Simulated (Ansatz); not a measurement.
Consider the formal exchange of groups at a Ge–Si bond: `S[SiH2][GeH3]` + `CCBr` → `[GeH3][CH2]CBr` + `[SiH3]S`.

Program: Ansatz. Geometries: PBE0-D4/def2-TZVP. ΔE: electronic, gas phase. CBS: MP2 limit from def2 TZ/QZ plus the TZ coupled-cluster correction, frozen cores. Functionals use def2-TZVPP. For Br, Ge outer-core shells are correlated without core-valence functions, which leaves a few kJ/mol of doubt a bond. Scalar relativity is left out up to krypton. One conformer a species, not always the lowest.

```
         level  ΔE (kJ/mol)
        PBE-D4         45.7
           PBE         45.7
 MP2/CBS(def2)         29.9
CCSD/CBS(def2)         34.0
```

Question: What does CCSD(T)/CBS give? (An estimate is asked.)

Answer: The calculation gave: +33.9 kJ/mol. The listed levels differ from it by 11.8, 11.8, -4.0, 0.1 kJ/mol.

Largest T1 diagnostic among the species: 0.012.
